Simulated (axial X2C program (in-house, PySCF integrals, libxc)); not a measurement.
# Testing model relations on PdB⁻

A bond curve at the PBE0 level, two-component, was computed with an in-house relativistic program for diatomic molecules (basis Pd dyall-acv3z [13s13p9d5f3g], B dyall-av3z [8s7p3d2f] (cores contracted in-house)) for the state Ω = 0 (closed shell). Its fit gives Re = 1.7825 Å, ωe = 762.1 cm⁻¹, ωexe = 4.3 cm⁻¹ and αe = 4.287e-03 cm⁻¹; the masses are 105.9035 and 11.0093 u. Two-component means X2C with spin–orbit coupling and atomic mean-field Coulomb and Gaunt terms.

Find the reduced mass, Be and the force constant.

From the PBE0 values: μ = 9.9726 u. Be = 16.8576/(μ Re²) = 0.532 cm⁻¹. k = 5.8918×10⁻⁷ μ ωe² = 3.41 mdyn/Å.

Estimate the centrifugal constant by the Kratzer relation.

D = 4Be³/ωe² = 1.04e-06 cm⁻¹.

A Morse curve ties αe to the other constants (Pekeris). How well does that hold?

αe(Morse) = 6Be²/ωe × (√(ωexe/Be) − 1) = 4.107e-03 cm⁻¹; the PBE0 curve gives 4.287e-03 cm⁻¹, a ratio of 0.96.

Estimate De from a Morse curve and compare with the computed well depth of 4.227 eV to Pd- + B.

De(Morse) = ωe²/(4ωexe) = 4.187 eV against 4.227 eV computed, a ratio of 0.99. For De the Morse form works well here.

Where do the fundamental and the first overtone lie?

ν(1←0) = ωe − 2ωexe = 753.5 cm⁻¹; ν(2←0) = 2ωe − 6ωexe = 1498.4 cm⁻¹.

The state is one determinant whose occupation by symmetry is held fixed; it was picked as the lowest of a PBE0 search that is not exhaustive. De is counted from the lowest determinant-based energies of the atoms at the same level, without counterpoise correction. In 2c an atomic determinant is not the ground J level, so De misses part of the atomic spin–orbit lowering. This holds for PBE0. Without a current term, density functionals place determinants with orbital angular momentum somewhat too high. The highest occupied level of some functionals is positive through self-interaction error; at Hartree–Fock it is bound.
